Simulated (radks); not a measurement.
Question: Species: I4+. Configuration: [Kr] 4d9 5s2 5p1 6s1 (not the ground configuration). All-electron calculation, Dirac Kohn-Sham, RPBE, spin-unpolarised, spherical densities, finite nucleus; open shells fill j = l - 1/2 first; Fermi nuclear charge, rms radius 4.75 fm. Program: a radial shooting solver on a logarithmic mesh with Libxc functionals. Some entries of the table are withheld. Estimate them.

| orbital | occ. | eigenvalue (eV) | r(max) (bohr) | <r^2> (bohr^2) |
|---|---|---|---|---|
| 1s1/2 | 2 | -33021.60 | 0.01753 | 0.001005 |
| 2s1/2 | 2 | -5152.577 | 0.09924 | 0.01613 |
| 2p1/2 | 2 | -4837.811 | (1) | (2) |
| 2p3/2 | 4 | -4539.106 | (3) | (4) |
| 3s1/2 | 2 | -1088.493 | (5) | 0.1125 |
| 3p1/2 | 2 | (6) | 0.2722 | 0.1073 |
| 3p3/2 | 4 | (7) | 0.2829 | 0.1154 |
| 3d3/2 | 4 | -673.3342 | 0.2299 | 0.09706 |
| 3d5/2 | 6 | -661.4967 | 0.2330 | 0.09940 |
| 4s1/2 | 2 | -238.9855 | 0.6792 | 0.6105 |
| 4p1/2 | 2 | -193.3198 | 0.6964 | 0.6673 |
| 4p3/2 | 4 | -182.1614 | 0.7201 | 0.7146 |
| 4d3/2 | 4 | -108.2540 | 0.7656 | 0.9149 |
| 4d5/2 | 5 | -106.4412 | 0.7737 | 0.9351 |
| 5s1/2 | 2 | -63.7876 | 1.583 | 3.297 |
| 5p1/2 | 1 | -51.2321 | 1.730 | 4.042 |
| 5p3/2 | 0 | -49.3791 | 1.785 | 4.294 |
| 5d3/2 | 0 | (8) | 2.242 | 7.095 |
| 5d5/2 | 0 | (9) | 2.263 | 7.207 |
| 6s1/2 | 1 | (10) | 3.388 | 13.48 |
| 6p1/2 | 0 | -23.2114 | 3.736 | 16.51 |
| 6p3/2 | 0 | -22.6747 | 3.821 | 17.22 |
| 7s1/2 | 0 | -14.9061 | 5.988 | 37.81 |

Answer: 
(1) 2p1/2 r(max) (bohr): 0.07614
(2) 2p1/2 <r^2> (bohr^2): 0.01193
(3) 2p3/2 r(max) (bohr): 0.08093
(4) 2p3/2 <r^2> (bohr^2): 0.01322
(5) 3s1/2 r(max) (bohr): 0.2858
(6) 3p1/2 eigenvalue (eV): -958.4378
(7) 3p3/2 eigenvalue (eV): -902.1700
(8) 5d3/2 eigenvalue (eV): -31.6366
(9) 5d5/2 eigenvalue (eV): -31.3947
(10) 6s1/2 eigenvalue (eV): -27.3465
